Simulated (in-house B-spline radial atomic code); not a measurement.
Ionising the dysprosium ion Dy⁺ with different functionals

Computed with an all-electron radial atomic-structure program (B-spline basis): four-component Dirac-Coulomb Hamiltonian, Fermi nucleus of rms radius 5.2218 fm, spin-restricted, spherical fractional occupations for the functionals, and exact exchange of hybrids averaged over the configuration. The ionisation energy is the difference of two self-consistent energies, [Xe] 4f10 6s1 → [Xe] 4f10, without Breit or QED terms; ε is the level of the shell that loses the electron (mean over j).

```tsv
method	rung	ΔSCF (eV)	-ε(6s) (eV)
PBE0	global hybrid	11.50	9.46
B3LYP	global hybrid	?	?
B97-1	global hybrid	?	?
wB97X	range-separated hybrid	11.40	11.55
```

What does B97-1 give?

ΔSCF 11.53 eV, and -ε(6s) = 9.37 eV.

What does B3LYP give?

ΔSCF 11.81 eV, and -ε(6s) = 9.54 eV.

Among the functionals, which spreads more, the ΔSCF values or the orbital energies?

The orbital energies: ΔSCF values span about 0.41 eV and the orbital energies 2.18 eV; here energy differences depend much less on the functional than eigenvalues do.

How do they compare with the NIST value?

NIST lists 11.65 eV ± 0.02 (semi-empirical, ground level to ground level). Errors run from -0.25 to +0.17 eV; B97-1 is closest (-0.12 eV), but part of that can be cancellation, since the calculations leave out Breit-QED terms, spin polarisation, the choice among j levels, multiplet and fine-structure energies.
